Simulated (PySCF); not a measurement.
Species: C5H12NO (charge +1).
Numbering: `[CH2:1]=[CH:2][CH2:3][NH2+:4][CH2:5][O:6][CH3:7]` (hydrogens: H8, H9 on C1; H10 on C2; H11, H12 on C3; H13, H14 on N4; H15, H16 on C5; H17, H18, H19 on C7)

Computed geometry: GFN2-xTB, gas phase.

Some entries are withheld. Bonds in one row agree within 0.01 Å.

```tsv
coordinate	value
C1=C2	1.320 Å
C2–C3	?
C3–N4	?
N4–C5	1.530 Å
C5–O6	?
O6–C7	?
C1–H8	1.077 Å
C1–H9	1.075 Å
C2–H10	1.081 Å
C3–H11, C3–H12	1.092 Å
N4–H13, N4–H14	1.029 Å
C5–H15, C5–H16	1.097 Å
C7–H17, C7–H18, C7–H19	1.091 Å
C1–C2–C3	?
C2–C3–N4	110.4°
C3–N4–C5	?
N4–C5–O6	110.6°
C5–O6–C7	?
```

Task: Fill in the missing values.

Result: 
- C2–C3 = 1.501 Å, drawn single (alkene CH carbon to sp3 carbon bound to nitrogen); 0.01 Å above the sum of covalent radii, 1.49 Å.
- C3–N4 = 1.493 Å, drawn single (sp3 carbon bound to nitrogen to ammonium nitrogen); 0.02 Å above the sum of covalent radii, 1.47 Å.
- C5–O6 = 1.358 Å, drawn single (sp3 carbon bound to oxygen to ether oxygen); 0.06 Å below the sum of covalent radii, 1.42 Å.
- O6–C7 = 1.426 Å, drawn single (ether oxygen to methoxy carbon); 0.01 Å above the sum of covalent radii, 1.42 Å.
- C1–C2–C3 = 123.5°, at the alkene CH carbon; the outer atoms are 2.486 Å apart.
- C3–N4–C5 = 115.0°, at the ammonium nitrogen; the outer atoms are 2.549 Å apart.
- C5–O6–C7 = 117.0°, at the ether oxygen; the outer atoms are 2.374 Å apart.

Radii are Cordero's, carbon taken as 0.76, 0.73 or 0.69 Å for four, three, and two or fewer neighbours.

Stationary, but not proved a minimum. Torsions: C1–C2–C3–N4 -118°, C2–C3–N4–C5 -177°, C3–N4–C5–O6 -173°, N4–C5–O6–C7 -87°.

One conformer stands for the species.
